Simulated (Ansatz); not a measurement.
A search over several starts for the lowest SCF solution of Ag(PH3)Cl (AgPH₃Cl) at the given spin, in a small basis.

```yaml
crystal:
  periodic: [false, false, false]
  atoms:
    - {symbol: Ag, position_ang: [-0.003046, 0.001753, -1.503897]}
    - {symbol: P, position_ang: [-0.001587, -0.000159, 0.808649]}
    - {symbol: H, position_ang: [-1.209318, -0.230129, 1.495784]}
    - {symbol: H, position_ang: [0.406877, 1.160939, 1.493227]}
    - {symbol: H, position_ang: [0.803536, -0.934095, 1.489245]}
    - {symbol: Cl, position_ang: [0.003528, 0.001690, -3.783019]}
basis:
  gaussian: {orbitals: def2-SVP, initial_orbitals: start.molden}
hamiltonian: {xc: pbe0, dispersion: d4}
output: {orbitals: {seedname: orbitals}}
```

The file start.molden holds the orbitals of an earlier run on this structure, at another level or in another basis.

```sh
$ ansatz run in.yaml --threads 4 --pin off --events-out ev --progress --plain --max-ram 3916MiB
```

Shortened log:

```
Functional definition: PBE0
802 factors; integrals over basis functions are off by at most 1.1e-3 eV
mean field evaluation 1: about -25845.9475 eV, gradient 7.3e0 eV
mean field evaluation 2: about -25846.0111 eV, gradient 8.8e-2 eV
mean field evaluation 4: about -25846.1588 eV, gradient 1.3e-3 eV
mean field evaluation 8: about -25844.2474 eV, gradient 2.5e1 eV
mean field evaluation 16: about -25846.1588 eV, gradient 1.7e-2 eV
mean field -25846.15883597 eV, -949.8288180660 hartree, gradient 3.2e-5 eV, S^2 0.000000; 1 other end points of the search recorded, 0 dependent functions left out
reference -25846.15887128 eV, -949.8288193637 hartree; 27, 27 occupied and 55, 55 virtual orbitals, 802 factors
Total energy: -25846.27797332 eV, -949.8331962829 hartree
```

Hardware: 4 threads of Arm Neoverse V2 on a shared host. Wall time 0.95 s.

In the def2 sets Ag takes a core potential; there is no spin–orbit coupling.
